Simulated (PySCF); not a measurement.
**Spinor energies of Hg⁵⁷⁺ (mercury, charge +57)**

Start: [Ar] 3d5; 3d3/2 filled at m_j = -3/2, -1/2, +1/2, +3/2; 3d5/2 filled at m_j = +5/2. Calculated with PySCF 2.14 in an uncontracted even-tempered set (15 s from 17 bohr⁻², ratio 2.8; 13 p from 22 bohr⁻², ratio 2.8; 8 d from 22 bohr⁻², ratio 2.8; 3 f from 73 bohr⁻², ratio 3): generalised Hartree-Fock with the X2C-1e Hamiltonian and a Gaussian nucleus; one run each with spin-orbit coupling (SO) switched off, then screened by Boettger's factors.

| spinor shell | electrons | ε, spin-free (eV) | ε, screened SO (eV) | weight of nominal j (screened SO) | rms radius, screened SO (bohr) |
| --- | --- | --- | --- | --- | --- |
| 1s1/2 | 2 | -87431.4 | -87391.7 | 1.000 | 0.0187 |
| 2s1/2 | 2 | -18720.7 | -18705.1 | 1.000 | 0.0751 |
| 2p1/2 | 2 | -16686.7 | -18112.9 | 1.000 | 0.0636 |
| 2p3/2 | 4 | -16686.7 | -16120.0 | 1.000 | 0.0714 |
| 3s1/2 | 2 | -6988.7 | -6983.8 | 1.000 | 0.186 |
| 3p1/2 | 2 | -6380.0 | -6748.6 | 1.000 | 0.177 |
| 3d3/2 | 4 | -5854.5 | -5897.1 | 0.997 | 0.164 |
| 3d5/2 | 1 | -5854.5 | -5786.7 | 1.000 | 0.168 |

Question: Where does 3p3/2 lie, and what is the 3p spin-orbit splitting (screened SO)?

Answer: At -6229.9 eV, 518.65 eV above 3p1/2.

```
   quantity     spin-free   screened SO
E (hartree)  -16544.58076  -16581.50030
        M_J           5/2           5/2
       ⟨J²⟩         8.750         8.753
       ⟨L²⟩         0.000         6.736
       ⟨S²⟩         8.750         2.705
```

Each row is a mean over spinors that exchange with the open shell spreads, by up to 33.087 eV (3p3/2).

Breit and QED terms are absent; they matter most for the inner s and p1/2 levels.

Densities and radii are taken from the X2C orbitals without a picture-change correction, which distorts them close to the nucleus.

Without spin-orbit coupling the j labels of p, d and f shells carry no meaning; the spin-free column gives the mean over the occupied spinors of each nl shell.
